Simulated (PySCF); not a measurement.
# J couplings in C₁₂H₉FO

Bonds (- single, = double, # triple, : aromatic): C1-C2, C2:C3, C3:C4, C4:C5, C5-C6, C6=O7, C6-F8, C5:C9, C9:C10, C10:C11, C11:C12, C12:C13, C13:C14, C14:C2, C14:C9. C1 carries H15, H16, H17; C3 carries H18; C4 carries H19; C10 carries H20; C11 carries H21; C12 carries H22; C13 carries H23.

Couplings: B3LYP/pcJ-1 (spin–dipole term only in couplings to heteroatoms) in PySCF, geometry PBE0-D3(BJ)/def2-SVP; gas phase, one conformer, non-relativistic. Couplings are averaged over pairs made equivalent by symmetry, fast rotation or ring inversion, so a value needn't be that of the named pair in this geometry, while other rotamers aren't included; one pair stands for each set, and the list holds a selection of those of at least 1.5 Hz over up to four bonds, among pairs with at least one F or H atom (others weren't computed). One-bond C–F couplings come out tens of Hz too large with common functionals.

Isotopes: 13C, 19F, 1H.

```json
{"pair": "C1, H15", "bonds": "1", "J (Hz)": "134.2"}
{"pair": "C3, H18", "bonds": "1", "J (Hz)": "168.2"}
{"pair": "C4, H19", "bonds": "1", "J (Hz)": "171.8"}
{"pair": "C6, F8", "bonds": "1", "J (Hz)": "-402.0"}
{"pair": "C10, H20", "bonds": "1", "J (Hz)": "176.7"}
{"pair": "C11, H21", "bonds": "1", "J (Hz)": "168.8"}
{"pair": "C12, H22", "bonds": "1", "J (Hz)": "168.0"}
{"pair": "C13, H23", "bonds": "1", "J (Hz)": "?"}
{"pair": "C4, H18", "bonds": "2", "J (Hz)": "2.6"}
{"pair": "C5, F8", "bonds": "2", "J (Hz)": "55.2"}
{"pair": "C13, H22", "bonds": "2", "J (Hz)": "1.7"}
{"pair": "H15, H16", "bonds": "2", "J (Hz)": "-16.3"}
{"pair": "C1, H18", "bonds": "3", "J (Hz)": "6.1"}
{"pair": "C5, H18", "bonds": "3", "J (Hz)": "?"}
{"pair": "C5, H20", "bonds": "3", "J (Hz)": "?"}
{"pair": "C9, H19", "bonds": "3", "J (Hz)": "?"}
{"pair": "C9, H21", "bonds": "3", "J (Hz)": "8.8"}
{"pair": "C10, H22", "bonds": "3", "J (Hz)": "?"}
{"pair": "C13, H21", "bonds": "3", "J (Hz)": "?"}
{"pair": "C14, H15", "bonds": "3", "J (Hz)": "?"}
{"pair": "C14, H18", "bonds": "3", "J (Hz)": "?"}
{"pair": "C14, H20", "bonds": "3", "J (Hz)": "6.9"}
{"pair": "C14, H22", "bonds": "3", "J (Hz)": "8.0"}
{"pair": "H21, H22", "bonds": "3", "J (Hz)": "7.7"}
{"pair": "H22, H23", "bonds": "3", "J (Hz)": "9.5"}
{"pair": "F8, C14", "bonds": "4", "J (Hz)": "4.6"}
```

Estimate the withheld couplings, with signs.

Results:


- 1J(C13,H23) = 166.5 Hz (bond length 1.091 Å, sp2 carbon)
- 3J(C5,H18) = 7.6 Hz (dihedral angle 180°)
- 3J(C5,H20) = 4.1 Hz (dihedral angle 0°)
- 3J(C9,H19) = 6.8 Hz (dihedral angle 180°)
- 3J(C10,H22) = 7.2 Hz (dihedral angle 180°)
- 3J(C13,H21) = 7.9 Hz (dihedral angle 180°)
- 3J(C14,H15) = 4.0 Hz (mean over equivalent pairs that range from 2.3 to 7.4 Hz in this conformer)
- 3J(C14,H18) = 7.0 Hz (dihedral angle 180°)
